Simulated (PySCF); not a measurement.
Predicted microwave data (PBE0/pcSseg-1 in PySCF (dipole) on a GFN2-xTB geometry, gas phase) for one isomer of C7H16OSi:

```
Rotational constants : A = 1744, B = 970.8, C = 739.9 MHz
Dipole components    : |μa| = 0.30 D, |μb| = 0.66 D, |μc| = 0.99 D
Inertial defect      : -127.34 u·Å²
κ                    : -0.54
```

Question: Which structure is it? (One computed conformer of each.)
A. `[CH3:1][CH2:2][CH2:3][C@@H:4]1[C@H:5]([SiH3:6])[C@@H:7]1[O:8][CH3:9]` with C1–C2–C3–C4 -66°, C2–C3–C4–C5 171°, C5–C7–O8–C9 88°
B. `[CH3:1][CH2:2][CH2:3][C@@H:4]1[CH2:5][O:6][C@H:7]([SiH3:8])[CH2:9]1` with C1–C2–C3–C4 176°, C2–C3–C4–C5 -177°, C3–C4–C5–O6 -150°, C4–C5–O6–C7 6°, C5–O6–C7–Si8 141°, O6–C7–C9–C4 -33°
C. `[CH3:1][C:2]([CH3:3])([CH3:4])[Si@@H:5]([OH:6])[CH:7]1[CH2:8][CH2:9]1` with C2–Si5–O6–H 62°, C2–Si5–C7–C8 -156°
D. `[CH3:1]/[CH:2]=[C:3](\[CH2:4][OH:5])[C:6]([CH3:7])([CH3:8])[SiH3:9]` with C2–C3–C4–O5 107°, C3–C4–O5–H -62°, C2–C3–C6–C7 -11°
E. `[CH3:1]/[CH:2]=[C:3](/[O:4][CH3:5])[C:6]([CH3:7])([CH3:8])[SiH3:9]` with C2–C3–O4–C5 0°, C2–C3–C6–C7 59°

Answer: A. It is CCC[C@@H]1[C@H]([SiH3])[C@@H]1OC, an asymmetric top, point group C1. The candidates at the same level (rigid rotor, commonest isotopes):

| SMILES | A (MHz) | B (MHz) | C (MHz) | μa (D) | μb (D) | μc (D) | Δ (u·Å²) | point group | rotor |
| --- | --- | --- | --- | --- | --- | --- | --- | --- | --- |
| C/C=C(/OC)C(C)(C)[SiH3] | 1518 | 1255 | 820.7 | 1.89 | 0.80 | 0.00 | -119.95 | near Cs | asymmetric top |
| CCC[C@@H]1[C@H]([SiH3])[C@@H]1OC | 1744 | 970.8 | 739.9 | 0.30 | 0.66 | 0.99 | -127.34 | C1 | asymmetric top |
| C/C=C(\CO)C(C)(C)[SiH3] | 1697 | 1096 | 842.5 | 2.52 | 0.68 | 0.09 | -158.95 | C1 | asymmetric top |
| CC(C)(C)[Si@@H](O)C1CC1 | 2135 | 926.4 | 825.0 | 0.24 | 1.28 | 1.18 | -169.65 | C1 | asymmetric top |
| CCC[C@@H]1CO[C@H]([SiH3])C1 | 3137 | 576.2 | 517.9 | 1.91 | 0.70 | 0.53 | -62.25 | C1 | near-prolate asymmetric top |

`CCC[C@@H]1CO[C@H]([SiH3])C1` has A 80 % too high; `C/C=C(/OC)C(C)(C)[SiH3]` has B 29 % too high; `C/C=C(\CO)C(C)(C)[SiH3]` has C 14 % too high; `CC(C)(C)[Si@@H](O)C1CC1` has A 22 % too high. No structure here is proved a minimum.
